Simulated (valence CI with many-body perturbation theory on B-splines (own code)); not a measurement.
# Forbidden lines of Se¹⁹⁺

Method: valence CI with perturbative core correlation (CI+MBPT): five valence electrons over a frozen Dirac-Fock core [Ne], a basis of 11 s, 11 p, 10 d, 8 f, 5 g, 2 h functions for each j, with the one-electron correlation potential Σ1 (screened to all orders), the two-electron term Σ2, the three-electron term Σ3, Breit, model QED; selected single and double excitations, second order for the rest, scaled by the run's own slope (own B-spline code, finite nucleus).

No measured spectrum was set against this ion. As an estimate, levels of excited configurations hold to 0.05 to 0.15 % of their energy, terms of the ground configuration to about 0.5 %. Among the levels kept, up to 3400 cm⁻¹ of a level comes from second order outside the variational space, and about a tenth of that is noise between levels of different J, which matters for small intervals.

Lines 1 to 17 of 17 in falling wavelength, among levels below 1735300 cm⁻¹, chosen from the decays that carry over 1 % of a level's rate. Wavelengths and rates use the calculated energies, so an error of 300 cm⁻¹ moves a line at 2347 Å by 0.7 % and its rate by three times that or more. Electric multipoles are in the length gauge, E1 and E2 with the static RPA response of the core. Weak lines are less certain than strong ones. Lines between different terms over intervals too small for the method are left out, as are lines whose strength nearly cancels. Branching is blank where the lifetime is uncertain.

Names give the largest LS component (configuration and term), which can be under half, so a name can repeat, a term be missing and a line seem to break the LS rules; names also repeat where a configuration has a term twice. Letters in brackets count levels of one name in rising energy.

```
λ vac (Å)              Upper                  Lower  Type   A (s⁻¹)  Branch %
     4316    3s2 3p3 2D°_5/2        3s2 3p3 2D°_3/2    M1  9.41e+01      18.1
     4118  3s2 3p2 3d 4F_9/2      3s2 3p2 3d 4F_7/2    M1  3.17e+02          
     2347  3s2 3p2 3d 2G_9/2      3s2 3p2 3d 4D_7/2    M1  3.24e+02       4.9
     2245    3s2 3p3 2P°_3/2        3s2 3p3 2P°_1/2    M1  5.51e+02       3.0
     1535    3s2 3p3 2D°_3/2        3s2 3p3 4S°_3/2    M1  3.28e+03     100.0
     1524    3s2 3p3 2P°_1/2        3s2 3p3 2D°_3/2    M1  7.26e+02       9.8
     1150    3s2 3p3 2P°_3/2        3s2 3p3 2D°_5/2    M1  2.63e+03      14.4
     1132    3s2 3p3 2D°_5/2        3s2 3p3 4S°_3/2    M1  4.22e+02      81.2
     1093  3s2 3p2 3d 2G_9/2      3s2 3p2 3d 4F_9/2    M1  3.23e+03      48.4
    972.1  3s2 3p2 3d 2G_9/2  3s2 3p2 3d 2F_7/2 [a]    M1  2.09e+02       3.1
    907.8    3s2 3p3 2P°_3/2        3s2 3p3 2D°_3/2    M1  1.12e+04      61.4
    863.5  3s2 3p2 3d 2G_9/2      3s2 3p2 3d 4F_7/2    M1  2.71e+03      40.7
    764.7    3s2 3p3 2P°_1/2        3s2 3p3 4S°_3/2    M1  6.68e+03      90.0
    570.4    3s2 3p3 2P°_3/2        3s2 3p3 4S°_3/2    M1  3.82e+03      21.0
    368.2  3s2 3p2 3d 4F_9/2          3s 3p4 4P_5/2    E2  1.10e+02          
    275.4  3s2 3p2 3d 2G_9/2          3s 3p4 4P_5/2    E2  1.25e+02       1.9
    155.9  3s2 3p2 3d 4F_9/2        3s2 3p3 2D°_5/2    M2  1.94e+02
```
